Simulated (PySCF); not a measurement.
C2H9NSi. Atoms are numbered in the order given.

```xyz
13

Si     1.3545     0.0110     0.0000
N     -0.3776    -0.1475     0.0000
C     -1.1472     0.0289    -1.2148
H     -0.5311    -0.1885    -2.1012
H     -2.0118    -0.6616    -1.2337
H     -1.5493     1.0579    -1.3289
C     -1.1472     0.0289     1.2148
H     -2.0118    -0.6616     1.2337
H     -0.5311    -0.1885     2.1012
H     -1.5493     1.0579     1.3289
H      1.8751     1.4208     0.0000
H      1.8781    -0.6521    -1.2292
H      1.8781    -0.6521     1.2292
```
Charge 0, spin multiplicity 1.

Coordinates come from a B3LYP-D3(BJ)/def2-SVP optimisation.

The numbers are results of PBE0/def2-TZVP (PySCF), not measurements.

Atomic charges (e):

```csv
atom,meta-Löwdin,Mulliken
Si1,0.59,?
N2,-0.42,?
C3,-0.23,-0.30
H4,0.12,0.13
H5,0.11,0.12
H6,0.09,0.11
C7,-0.23,-0.30
H8,0.11,0.12
H9,0.12,0.13
H10,0.09,0.11
H11,-0.13,?
H12,-0.10,?
H13,-0.10,?
```

Question: What belongs in the gaps? (Estimate from the structure and the level; the computed values follow.)

Answer: 
- Si1, Mulliken: 0.19
- N2, Mulliken: -0.21
- H11, Mulliken: -0.05
- H12, Mulliken: -0.03
- H13, Mulliken: -0.03

Computed Mayer and Wiberg (Löwdin basis) orders of the bonds:
```json
[
 {"bond": "Si1–N2", "Mayer": "1.18", "Wiberg": "1.34"},
 {"bond": "N2–C3", "Mayer": "0.98", "Wiberg": "1.35"},
 {"bond": "C3–H4", "Mayer": "0.96", "Wiberg": "0.91"},
 {"bond": "C3–H5", "Mayer": "0.96", "Wiberg": "0.92"},
 {"bond": "C3–H6", "Mayer": "0.96", "Wiberg": "0.92"},
 {"bond": "N2–C7", "Mayer": "0.98", "Wiberg": "1.35"},
 {"bond": "C7–H8", "Mayer": "0.96", "Wiberg": "0.92"},
 {"bond": "C7–H9", "Mayer": "0.96", "Wiberg": "0.91"},
 {"bond": "C7–H10", "Mayer": "0.96", "Wiberg": "0.92"},
 {"bond": "Si1–H11", "Mayer": "0.93", "Wiberg": "0.96"},
 {"bond": "Si1–H12", "Mayer": "0.95", "Wiberg": "0.95"},
 {"bond": "Si1–H13", "Mayer": "0.95", "Wiberg": "0.95"}
]
```
